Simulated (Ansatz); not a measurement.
Basis sets compared for KPbBr3. Total charge 0; singlet. Geometry B3LYP-D4/def2-SVP. Ansatz on 4 threads of Intel Xeon Platinum 8259CL on a shared host; times are rough, and most runs start from earlier orbitals.

Cartesian coordinates in Å:
```
K 1.938 -0.027 0.775
Pb -1.572 0.022 -0.629
Br 0.610 -1.156 -1.918
Br -0.095 2.319 -0.037
Br -0.881 -1.158 1.809
```

In the def2 sets Pb takes a core potential; there is no spin–orbit coupling. The structure comes from a short search, and lower isomers may exist.

Binding counts from free atoms (K doublet, Pb triplet, Br doublet) in the same basis, without a counterpoise term.

```csv
level,functions,energy (Eh),HOMO (eV),LUMO (eV),binding per atom (eV),wall time
PBE-D4/def2-SVP,146,-8513.1868,-5.93,-1.72,2.68,2.7 s
PBE-D4/def2-TZVP (with forces),227,-8514.2098,-6.14,-1.91,2.68,7.5 s
r2SCAN-D4/def2-TZVP,227,-8515.5668,-6.46,-1.68,2.68,12 s
PBE0-D4/def2-SVP,146,-8513.4744,-7.22,-1.12,2.62,5.5 s
PBE0-D4/def2-TZVP,227,-8514.4930,-7.37,-1.28,2.62,16 s
```

Problem. Estimate the rows for PBE-D4/def2-TZVPD, r2SCAN-D4/def2-TZVPD, PBE0-D4/def2-TZVPD.

Solution. 
```csv
level,functions,energy (Eh),HOMO (eV),LUMO (eV),binding per atom (eV),wall time
PBE-D4/def2-TZVPD,263,-8514.2113,-6.17,-1.96,2.68,7 s
r2SCAN-D4/def2-TZVPD,263,-8515.5681,-6.47,-1.71,2.68,13 s
PBE0-D4/def2-TZVPD,263,-8514.4944,-7.39,-1.33,2.62,16 s
```
